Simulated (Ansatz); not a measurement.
`C[NH][SnH3]`. Total charge 0; spin multiplicity 1. Sn: def2 effective core potential. The structure was optimised at the PBE0-D4/def2-TZVP level.

```xyz
10

C    -0.318   -0.164    1.432
N    -0.131    0.744    0.315
Sn    0.224   -0.049   -1.518
H    -0.655    0.387    2.316
H    -1.107   -0.884    1.193
H     0.573   -0.741    1.720
H     0.525    1.477    0.550
H     0.503    1.266   -2.566
H    -1.185   -0.920   -1.927
H     1.571   -1.115   -1.515
```

**Question.** What is the dipole moment at r2SCAN/def2-TZVPP? (An estimate is asked.)

**Answer.** The calculation gave: 0.76 D, with components (0.67, -0.03, 0.35) D in this frame, pointing from negative to positive charge.

**Question.** And with PBE, B3LYP, ωB97M-V? (Estimate.)

**Answer.** The calculation gave: PBE 0.75 D, B3LYP 0.77 D, ωB97M-V 0.79 D.

**Question.** Give the Mulliken charges with r2SCAN, B3LYP, PBE in def2-TZVPP. (An estimate is asked.)

**Answer.** The calculation gave: 
| atom | r2SCAN | B3LYP | PBE |
| --- | --- | --- | --- |
| C1 | -0.05 | -0.19 | -0.20 |
| N2 | -0.52 | -0.48 | -0.44 |
| Sn3 | 0.67 | 0.70 | 0.62 |
| H4 | 0.05 | 0.09 | 0.09 |
| H5 | 0.05 | 0.09 | 0.09 |
| H6 | 0.05 | 0.09 | 0.09 |
| H7 | 0.13 | 0.11 | 0.13 |
| H8 | -0.12 | -0.13 | -0.12 |
| H9 | -0.13 | -0.13 | -0.12 |
| H10 | -0.14 | -0.15 | -0.14 |

B3LYP here is the variant with VWN-RPA as its local correlation; programs differ in this.

Computed with Ansatz.
